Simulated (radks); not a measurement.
Species: Mg5+. Configuration: [He] 2s2 2p3.

Method: scalar-relativistic Kohn-Sham, LB94 model potential, spin-polarised, spherical densities, finite nucleus; open shells are filled with parallel spins first; Fermi nuclear charge, rms radius 3.057 fm; computed with a radial shooting solver on a logarithmic mesh with Libxc functionals.

Energy parts (hartree):
| part | energy |
|---|---|
| kinetic | 188.14571 |
| electron-nucleus | -417.25055 |
| Hartree | 55.02562 |
(The LB94 potential has no energy functional, so no total or exchange-correlation energy is given.)

Orbitals (lengths in bohr, moments of r in powers of bohr):
orbital  occ.  eigenvalue (hartree)    <r^2>     <r^4>
1s up       1             -53.11438  0.02266  0.001321
1s down     1             -53.23258  0.02257  0.001304
2s up       1              -7.78756   0.4631    0.3747
2s down     1              -7.38859   0.4801    0.4070
2p up       3              -6.69752   0.4003    0.3263
2p down     0              -6.33403   0.4129    0.3541
3s up       0              -2.75752    3.055     13.80
3s down     0              -2.66275    3.213     15.26
3p up       0              -2.47264    3.182     15.47
3p down     0              -2.39098    3.349     17.13

The highest occupied level is 2p up at -182.25 eV. The density falls to 0.001 e/bohr^3 at r = 1.76 bohr.
